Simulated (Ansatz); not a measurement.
Consider the formal exchange of groups at a B–N bond: `N[BH][GeH3]` + BH₃ → `B[BH][GeH3]` + NH₃.

Gas-phase electronic energies from Ansatz, PBE0-D4/def2-TZVP geometries. CCSD(T)/CBS is the MP2 limit (def2-TZVPP, def2-QZVPP) plus CCSD(T) − MP2 in def2-TZVPP, frozen cores. This one scheme is used for every species. Functionals use def2-TZVPP. For Ge outer-core shells are correlated without core-valence functions, which leaves a few kJ/mol of doubt a bond. Scalar relativity is left out up to krypton. Each species was taken in one conformer, which may not be the lowest.

Is it downhill or uphill in electronic energy at CCSD(T)/CBS, and by how much? (Best estimate.)

Ansatz gave: Uphill: ΔE = +131.8 kJ/mol.

What do these levels give: B2PLYP, PBE, CAM-B3LYP, LC-ωPBE, CCSD/def2-TZVPP, SCS-MP2/def2-QZVPP? (Estimate.)

Ansatz gave: B2PLYP 135.1, PBE 115.6, CAM-B3LYP 136.2, LC-ωPBE 131.0, CCSD/def2-TZVPP 134.8, SCS-MP2/def2-QZVPP 141.3 kJ/mol.

Largest T1 diagnostic among the species: 0.013.

From PBE to PBE0 (25 % exact exchange), in def2-TZVPP and without D4, ΔE moves by +6.7 kJ/mol. At CCSD(T), def2-SVP lies +25.5 kJ/mol from the extrapolated value and def2-TZVPP +3.2 kJ/mol. Leaving LDA and LC-ωPBE aside and taking each functional with its dispersion term where it has one, the values, not all of them listed here, spread over 24.8 kJ/mol, from B97M-V to CAM-B3LYP-D4. LDA lies +4.0 kJ/mol from PBE without D4.
